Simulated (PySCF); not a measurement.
Compound: [MoS(SH)4]- (charge -1 and doublet state).
Cartesian coordinates in Å at the PBE0-D3(BJ)/def2-SVP level; atoms count from 1:
```
atom  x, y, z in Å
Mo1    0.2057    0.0290    0.3470
S2     0.0175    0.3353    2.4268
S3     2.5229   -0.3108   -0.2198
H4     2.5523   -1.6643   -0.2325
S5     0.6977    2.1576   -0.6712
H6    -0.4645    2.7792   -0.3606
S7    -2.0114    0.0743   -0.5787
H8    -2.2270    1.4105   -0.6043
S9     0.0232   -2.3277   -0.1140
H10   -1.3164   -2.4832    0.0074
```

The calculation used PBE0-D3(BJ)/def2-SVP geometry optimisation, gas phase, def2 core potentials past Kr (PySCF 2.14.0).

Take the most abundant isotopes and a rigid rotor. 

(1) Give the principal moments of inertia and the rotational constants in MHz.

(2) What kind of rotor is it?

(3) What does the inertial defect say?

(4) Which types of transition are allowed, and where do some lines up to J = 4 fall?

Answers

(1) Ia = 552.10, Ib = 575.80, Ic = 701.79 u·Å²; 505379 MHz·u·Å²/I gives A = 915.4, B = 877.7, C = 720.1 MHz.

(2) An asymmetric top: κ = (2 × 877.7 − 915.4 − 720.1)/(915.4 − 720.1) = 0.61.

(3) Not planar: Δ = Ic − Ia − Ib = -426.11 u·Å². For a rigid frame Δ = −2 Σ m c², so Σ m c² = 213.06 u·Å² lies off the ab plane: 1.16 from hydrogen and 211.90 from heavier atoms. The atom farthest from that plane is 2.22 Å away.

(4) The dipole components (about the centre of mass, as the species is charged) are |μa| = 0.94 D, |μb| = 1.04 D, |μc| = 0.46 D. The squared components, which scale the intensities, stand as 0.82 : 1.00 : 0.19 (a : b : c). Some lines, for components of 0.1 D or more:

```csv
type,branch,"J(Ka,Kc)",MHz,lower level (cm⁻¹)
a,Q,"4(3,1) ← 4(3,2)",354,0.575
b,Q,"4(4,0) ← 4(3,1)",428,0.587
b,Q,"2(1,1) ← 2(0,2)",479,0.156
b,Q,"3(3,1) ← 3(2,2)",646,0.335
a,Q,"3(1,2) ← 3(1,3)",857,0.306
b,Q,"3(2,2) ← 3(1,3)",886,0.306
b,Q,"4(1,3) ← 4(0,4)",1222,0.504
a,R,"1(0,1) ← 0(0,0)",1598,0.000
b,R,"1(1,1) ← 0(0,0)",1636,0.000
c,R,"1(1,0) ← 0(0,0)",1793,0.000
b,R,"2(2,1) ← 1(1,0)",3466,0.060
c,R,"2(1,1) ← 1(0,1)",3548,0.053
b,R,"2(2,0) ← 1(1,1)",3750,0.055
b,R,"3(0,3) ← 2(1,2)",4493,0.156
a,R,"3(0,3) ← 2(0,2)",4499,0.156
b,R,"3(1,3) ← 2(0,2)",4500,0.156
a,R,"3(2,2) ← 2(2,1)",4793,0.175
c,R,"3(2,2) ← 2(1,2)",5379,0.156
c,R,"3(3,0) ← 2(2,0)",5402,0.180
b,R,"3(3,0) ← 2(2,1)",5528,0.175
a,R,"4(1,3) ← 3(1,2)",6301,0.334
a,R,"4(3,1) ← 3(3,0)",6796,0.360
c,R,"4(2,3) ← 3(1,3)",7162,0.306
c,R,"4(4,0) ← 3(3,0)",7225,0.360
b,R,"4(4,0) ← 3(3,1)",7314,0.357
b,R,"4(3,1) ← 3(2,2)",7531,0.335
b,R,"4(2,2) ← 3(1,3)",7981,0.306
```

For this open shell read J as N, the rotation without spin; fine and hyperfine splittings come on top. Whether it is a minimum is left open (no frequencies). ⟨S²⟩ = 0.766 (exact for a doublet: 0.75). Zero-point vibration and centrifugal distortion are left out.

Hardware: one thread of an x86-64 server, shared host. Cost: 6.9 min wall. These figures are those of the optimisation.

For an open-shell metal species like this, the optimisation's SCF solution wasn't tested for stability and no frequencies at its level were run, so a lower state or another shape may exist.
